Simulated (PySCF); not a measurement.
Work out the structure from these simulated measurements.

Formula: CH8N2Si.

| Item | Value |
| --- | --- |
| UV, first state | lowest singlet excitation: 5.39 eV (230 nm, f = 0.010) [TDDFT B3LYP/def2-SVPD] |
| XPS | Si2p3/2 106.6, C1s 290.8, N1s 404.7, N1s 404.7, Si1s 1846.4 eV [ΔSCF SCAN, pcX-2 on the ionised atom, pcseg-1 elsewhere, spin-free X2C, 2p3/2 from a spin–orbit splitting computed afterwards within the 2p shell] |
| Dipole | 1.72 D [B3LYP/def2-SVPD] |
| 1H NMR | chemical shifts (computed TMS as zero) by class: 4.59 (2 H), 2.18 (2 H), 0.46 (2 H), 0.01 (2 H) ppm [GIAO CAM-B3LYP/pcSseg-2] |
| 13C NMR | chemical shifts (computed TMS as zero) by class: 33.0 (1 C) ppm [GIAO CAM-B3LYP/pcSseg-2] |
| Valence photoelectron | vertical ionisation energy: 8.63 eV [ΔSCF B3LYP/def2-SVPD] |
| Rotational structure | rotational constants A, B, C: 9.219, 3.795, 3.064 GHz [PBE0-D3(BJ)/def2-SVP] |
| Triplet | lowest triplet excitation (Tamm–Dancoff): 5.24 eV [TDA B3LYP/def2-SVPD] |

Gas-phase values; electronic properties from PySCF, density fitting. Levels stand in brackets. One conformer (not necessarily the lowest) at the PBE0-D3(BJ)/def2-SVP geometry, without solvent, vibrations or thermal averaging. Each NMR value is the plain mean over a class of atoms that symmetry, rotation or inversion makes alike.

Task: What is the compound? Reason from the data.

Result: Numbering: `[NH2:1][CH2:2][SiH2:3][NH2:4]`. Its formula, CH8N2Si, gives 0 degrees of unsaturation, so no ring and no π bond. The one carbon: sp3 carbon bound to nitrogen [C2] (33.0 ppm). Hydrogen classes from least to most shielded: 2 H on an SiH2 silicon, Si3 (4.59 ppm, a mean of values up to 0.6 ppm apart in this geometry), 2 H on an sp3 carbon bound to nitrogen, C2 (2.18 ppm), 2 H on a primary amine nitrogen, N1 (0.46 ppm, a mean of values up to 1.6 ppm apart in this geometry), 2 H on a silicon-bound nitrogen, N4 (0.01 ppm, a mean of values up to 0.6 ppm apart in this geometry). The core levels belong to: Si2p3/2 106.6 eV, SiH2 silicon [Si3]; C1s 290.8 eV, sp3 carbon bound to nitrogen [C2]; N1s 404.7 eV, primary amine nitrogen [N1]; N1s 404.7 eV, silicon-bound nitrogen [N4]; Si1s 1846.4 eV, SiH2 silicon [Si3]. The first electron is taken from the HOMO, whose largest Löwdin shares are 0.53 on the primary amine nitrogen, 0.17 on the sp3 carbon bound to nitrogen, 0.10 on the SiH2 silicon and 0.05 on an N–H hydrogen. The optimised geometry has point group C1 and is an asymmetric top. Structure: `NC[SiH2]N`. Computed isomers that give other values at the same levels: `CN[SiH2]N` (rotational constant A: 16.724 GHz; this holds for the one conformer computed); `C[SiH](N)N` (core binding energies: Si2p3/2 106.6, C1s 289.9, N1s 404.3 (×2), Si1s 1846.6 eV). The assignments are read from this structure; whether some other isomer fits the data as well wasn't checked.

Conformer computed: `[NH2:1][CH2:2][SiH2:3][NH2:4]`: N1–C2–Si3–N4 52°, H–N1–C2–Si3 68°, H–N1–C2–Si3 -46°, H–N4–Si3–C2 -151°, H–N4–Si3–C2 71°.
